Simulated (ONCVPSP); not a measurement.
Varying the ONCV potential for Au (Z = 79)

Base potential:

| Quantity | Value |
| --- | --- |
| Element | Au |
| Generator | ONCVPSP 4.0.1 |
| Type | optimised norm-conserving Vanderbilt (ONCV) |
| Functional | PBE |
| Relativity | fully relativistic |
| Frozen core | [Kr] 4d10 4f14 |
| Valence charge | 19 |
| Reference configuration | 5s2 5p6 5d10 6s0.75 (charge +0.25) |
| Partial waves | 5s+6s: rc 1.55 bohr, ncon 4, nbas 9, qcut 8.5 1/bohr, 3 projectors, debl 4 Ha; 5p: rc 1.15 bohr, ncon 4, nbas 6, qcut 8.4 1/bohr, 1 projector; 5d: rc 1.40 bohr, ncon 5, nbas 9, qcut 7.9 1/bohr, 1 projector |
| Local potential | polynomial inside 1.15 bohr (lpopt 5, dvloc0 0 Ha) |
| Core correction | Teter function, fcfact 2, rcfact 1.65 |

Open shells are filled in proportion to 2j + 1.

All-electron outer shells of the reference configuration (PBE, scalar-relativistic, ld1.x):

```json
{"shell": "5s", "level (eV)": "-110.37", "outermost node (bohr)": "0.48", "outermost maximum (bohr)": "0.84"}
{"shell": "4f", "level (eV)": "-83.12", "outermost node (bohr)": "–", "outermost maximum (bohr)": "0.37"}
{"shell": "5p", "level (eV)": "-61.80", "outermost node (bohr)": "0.52", "outermost maximum (bohr)": "0.96"}
{"shell": "5d", "level (eV)": "-8.88", "outermost node (bohr)": "0.56", "outermost maximum (bohr)": "1.21"}
{"shell": "6s", "level (eV)": "-7.54", "outermost node (bohr)": "1.11", "outermost maximum (bohr)": "2.29"}
```

Cutoffs, loose and tight: the cutoffs (Ha) at which the residual kinetic energy of the hardest occupied pseudo-wave falls to 1 and 0.1 mHa per electron. They do not see the model core or the augmentation charge, which bear on the density cutoff. Test errors are all-electron minus pseudo excitation energies from the reference, over the configurations 5s2 5p6 5d10 6s1; 5s2 5p6 5d10 6s0; 5s2 5p6 5d9 6s0; 5s2 5p5 5d10 6s1. A dash means not determined; rows that change the core or the reference have their own tests.

```csv
change,outcome,"cutoff, loose","cutoff, tight",bound ghosts,GHOST(+) flags above zero,largest test error (meV)
base,generated,63 Ha,78 Ha,none,s,-8.6
"reference 5s2 5p6 5d9.5; wave 5s+6s: rc 1.55 bohr, ncon 4, nbas 9, qcut 8.5 1/bohr, 3 projectors, debl 4 Ha becomes 5s: rc 1.55 bohr, ncon 4, nbas 9, qcut 8.5 1/bohr, 3 projectors, debl 4 Ha","generated, projector energies reset by the program",63 Ha,78 Ha,none,s,+35
"local potential polynomial inside 1.15 bohr (lpopt 5, dvloc0 0.5 Ha)",generated,63 Ha,78 Ha,none,s,-9.1
"all radii but the core radius scaled by about 1.21 (s 1.88, p 1.40, d 1.70 bohr); local potential polynomial inside 1.40 bohr (lpopt 5, dvloc0 0 Ha)",generated,30 Ha,36 Ha,none,s,-31
"core correction Teter function, fcfact 2, rcfact 1.26",generated,63 Ha,78 Ha,none,s,-3.2
"core correction Teter function fitted to the true core (icmod 2), fcfact 0.65",generated,63 Ha,78 Ha,none,s,-5.9
"local potential polynomial inside 1.00 bohr (lpopt 5, dvloc0 6 Ha)",generated,63 Ha,78 Ha,none,s,-8.9
"p: ncon 3, nbas 5",generated,36 Ha,83 Ha,none,s,-13
d: qcut 4.8,generated,63 Ha,132 Ha,none,s,-17
"core [Xe] 4f14, valence charge 11; reference 5d10 6s0.5 6p0.5; waves now 6s: rc 1.85 bohr, ncon 5, nbas 8, qcut 2.9 1/bohr, local; 6p: rc 2.95 bohr, ncon 4, nbas 8, qcut 2.4 1/bohr, 1 projector; 5d: rc 2.30 bohr, ncon 4, nbas 9, qcut 8 1/bohr, 1 projector; local potential the s channel","failed: optimize: ERROR ps0norm > uunorm, code will stop",–,–,–,–,–
s: qcut 6.2; p: qcut 6.2; d: qcut 5.8,generated,72 Ha,84 Ha,none,s,-13
s: rc 1.56,generated,63 Ha,78 Ha,none,s,-8.5
```
